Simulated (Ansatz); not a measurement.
Program: Ansatz. Geometries: PBE0-D4/def2-TZVP. ΔE: electronic, gas phase. CCSD(T)/CBS adds triple-zeta CCSD(T) − MP2 to the extrapolated MP2 energy (def2 sets, frozen cores). This one scheme is used for every species. Functionals use def2-TZVPP. B3LYP here is the variant with VWN-RPA as its local correlation; programs differ in this. For Br outer-core shells are correlated without core-valence functions, which leaves a few kJ/mol of doubt a bond. Scalar relativity is left out up to krypton. One conformer a species, not always the lowest.

`C[SiH2]C(F)Br` + HBr → `FC(Br)Br` + `C[SiH3]`  (substitution at a C–Si bond)

```csv
level,ΔE (kcal/mol),difference from CCSD(T)/CBS
r2SCAN-D4,12.9,-1.1
B3LYP-D4,13.1,-0.9
ωB97M-V,13.8,-0.2
B2PLYP,12.4,-1.6
PBE,11.1,-2.9
r2SCAN,12.6,-1.4
PBE0,12.4,-1.6
B3LYP,11.9,-2.1
CCSD/def2-TZVPP,13.9,-0.1
MP2/CBS(def2),13.3,-0.7
CCSD(T)/CBS,14.0,0
```

Largest T1 diagnostic among the species: 0.010.

The D4 term adds +1.2 kcal/mol with B3LYP and +0.8 kcal/mol with PBE0; it sums over pairs of atoms, weighted by their polarisabilities, and B3LYP, whose exchange is more repulsive, gets the larger term. From PBE to PBE0 (25 % exact exchange), in def2-TZVPP and without D4, ΔE moves by +1.3 kcal/mol.
